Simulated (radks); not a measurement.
Minus the highest occupied eigenvalue as an estimate of the ionisation energy, Dy to Dy19+. The LB94 potential has the -1/r tail that LDA and GGA lack but no energy functional. Calculated with a radial shooting solver on a logarithmic mesh with Libxc functionals: scalar-relativistic Kohn-Sham, LB94 model potential, spin-polarised, spherical densities, finite nucleus; open shells are filled with parallel spins first (spin-orbit coupling, left out, can overturn this in heavy ions); Fermi nuclear charge, rms radius 5.2218 fm.

\begin{tabular}{lrrrrrr}
species & configuration & HOMO & -e(HOMO) (eV) & <r> (bohr) & IE, NIST (eV) & kind \\ \hline
Dy & [Xe] 4f10 6s2 & 6s down & 6.632 & 3.85 & 5.939 & exp. \\
Dy+ & [Xe] 4f10 6s1 & 6s up & 13.010 & 3.47 & 11.65 & semi-emp. \\
Dy2+ & [Xe] 4f10 & 4f down & 24.308 & 0.853 & 22.89 & semi-emp. \\
Dy3+ & [Xe] 4f9 & 4f down & 42.496 & 0.796 & 41.2 & semi-emp. \\
Dy4+ & [Xe] 4f8 & 4f down & 63.124 & 0.754 & - &  \\
Dy5+ & [Kr] 4d10 4f8 5s2 5p5 & 4f down & 80.232 & 0.743 & 93 & theory \\
Dy6+ & [Kr] 4d10 4f8 5s2 5p4 & 4f down & 98.203 & 0.734 & 110 & theory \\
Dy7+ & [Kr] 4d10 4f9 5s2 5p2 & 4f down & 111.59 & 0.747 & 127 & theory \\
Dy8+ & [Kr] 4d10 4f8 5s2 5p2 & 4f down & 136.44 & 0.718 & 152 & theory \\
Dy9+ & [Kr] 4d10 4f8 5s2 5p1 & 4f down & 156.48 & 0.710 & 170 & theory \\
Dy10+ & [Kr] 4d10 4f8 5s2 & 4f down & 177.26 & 0.702 & 192 & theory \\
Dy11+ & [Kr] 4d10 4f7 5s2 & 4f up & 210.37 & 0.676 & 224 & theory \\
Dy12+ & [Kr] 4d10 4f6 5s2 & 4f up & 240.57 & 0.655 & 259 & theory \\
Dy13+ & [Kr] 4d10 4f6 5s1 & 4f up & 264.97 & 0.648 & 279 & theory \\
Dy14+ & [Kr] 4d10 4f4 5s2 & 5s down & 303.52 & 1.06 & 300 & theory \\
Dy15+ & [Kr] 4d10 4f5 & 4f up & 323.25 & 0.624 & 332 & theory \\
Dy16+ & [Kr] 4d10 4f4 & 4f up & 357.72 & 0.608 & 366 & theory \\
Dy17+ & [Kr] 4d10 4f3 & 4f up & 393.46 & 0.594 & 399 & theory \\
Dy18+ & [Kr] 4d10 4f2 & 4f up & 430.42 & 0.580 & 431 & theory \\
Dy19+ & [Kr] 4d10 4f1 & 4f up & 468.57 & 0.567 & 465 & theory \\
\end{tabular}

Reference values: NIST Atomic Spectra Database (exp. = measured, semi-emp. = semi-empirical, theory = theoretical value adopted there). Open shells are spherical and high-spin; term and fine-structure splittings are not resolved. Spin-orbit splitting is averaged out at the scalar-relativistic level. No tabulated value is given for the 4+ ions of Nd, Pm and Eu to Yb, where it belongs to another shell than the one emptied here.
